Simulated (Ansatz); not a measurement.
Complex (SMILES): F (HF) with F (HF), atoms 1 to 2 the first; geometry from B3LYP-D3(BJ)/def2-TZVP, monomers rigid:
```xyz
4

F     -0.1109     0.0578    -0.7031
H      0.2570     0.2171     0.1337
F      1.2812     1.5025    -2.5344
H      0.7179     0.9578    -2.0301
```

How fast the counterpoise-corrected interaction energy converges with the basis for several methods (Ansatz, an electronic-structure program): deviation from each method's own reference, in kcal/mol. References: CCSD(T) -4.70 kcal/mol, Hartree-Fock in aug-cc-pVQZ plus the correlation part extrapolated as X^-3 from aug-cc-pVTZ and aug-cc-pVQZ; HF -3.87 kcal/mol, the value in aug-cc-pV5Z; MP2 -4.56 kcal/mol, Hartree-Fock in aug-cc-pV5Z plus the correlation part extrapolated as X^-3 from aug-cc-pVQZ and aug-cc-pV5Z; PBE -4.73 kcal/mol, the value in aug-cc-pV5Z; wB97M-V -4.71 kcal/mol, the value in aug-cc-pV5Z. Cartesian d functions, on some or all atoms, in 6-31G*; all else is spherical. In correlated methods cores are frozen. No added dispersion term, no relativity. Functionals ending in -V hold VV10 correlation. 

```tsv
basis	functions	CCSD(T)	HF	MP2	PBE	wB97M-V
6-31G*	34	0.14	-0.76	-0.27	___	-0.81
6-311G**	48	0.77	-0.34	0.49	___	-0.46
aug-cc-pVDZ	64	0.70	0.08	0.60	___	0.05
6-311++G(2d,2p)	74	0.79	0.10	0.65	___	0.00
cc-pVTZ	88	0.53	-0.04	0.34	___	-0.22
pcseg-2	88	0.56	0.02	0.43	___	-0.06
def2-TZVPP	90	0.58	-0.01	0.43	___	-0.12
def2-TZVPPD	114	0.52	0.05	0.45	___	0.02
def2-QZVPPD	198	0.23	0.01	0.21	___	0.02
aug-pcseg-3	268	0.15	-0.01	0.14	___	-0.01
cc-pV5Z	292	0.12	-0.01	0.09	___	-0.04
pcseg-4	324	0.09	0.00	0.08	___	0.00
```

Task: What belongs in the gaps?

Result: 
- 6-31G*, PBE: -0.93
- 6-311G**, PBE: -0.48
- aug-cc-pVDZ, PBE: 0.13
- 6-311++G(2d,2p), PBE: 0.10
- cc-pVTZ, PBE: -0.21
- pcseg-2, PBE: -0.07
- def2-TZVPP, PBE: -0.09
- def2-TZVPPD, PBE: 0.07
- def2-QZVPPD, PBE: 0.01
- aug-pcseg-3, PBE: 0.01
- cc-pV5Z, PBE: -0.03
- pcseg-4, PBE: 0.00

Mean absolute deviation over 6-311G**, 6-311++G(2d,2p), cc-pVTZ, pcseg-2, def2-TZVPP, def2-TZVPPD: HF 0.09, wB97M-V 0.15, PBE 0.17, MP2 0.46, CCSD(T) 0.62 kcal/mol.
